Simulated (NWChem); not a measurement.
System: CH₆BFOSi; SMILES COB(F)[SiH3]

Here is an NWChem input.

```
start job
memory heap 200 mb stack 900 mb global 1100 mb
geometry units angstroms noautoz
  B     -0.636102     0.086477     0.000000
  F     -1.950496    -0.120723     0.000000
  O     -0.252320     1.372204     0.000000
  C      1.076280     1.821256     0.000000
  H      1.251816     2.440807    -0.892361
  H      1.251816     2.440807     0.892361
  H      1.804755     0.992452     0.000000
  Si     0.623671    -1.526357     0.000000
  H      1.517601    -1.507267     1.203018
  H      1.517601    -1.507267    -1.203018
  H     -0.144789    -2.806710     0.000000
end
basis spherical
  * library 3-21g
end
dft
  xc hfexch
  iterations 150
  mulliken
end
task dft energy
```

Geometry: optimised at PBE0/def2-SVP.

**Question.** Predict the main results of this run. (Hartree-Fock/3-21G.) Quantities: basis functions; energy (Ha); highest occupied level (eV); orbital gap (eV); dipole (D).

**Answer.** 
```json
{
 "number_of_basis_functions": "61",
 "energy (Ha)": "-526.52",
 "highest occupied level (eV)": "-11.55",
 "orbital gap (eV)": "14.78",
 "dipole (D)": "2.92"
}
```
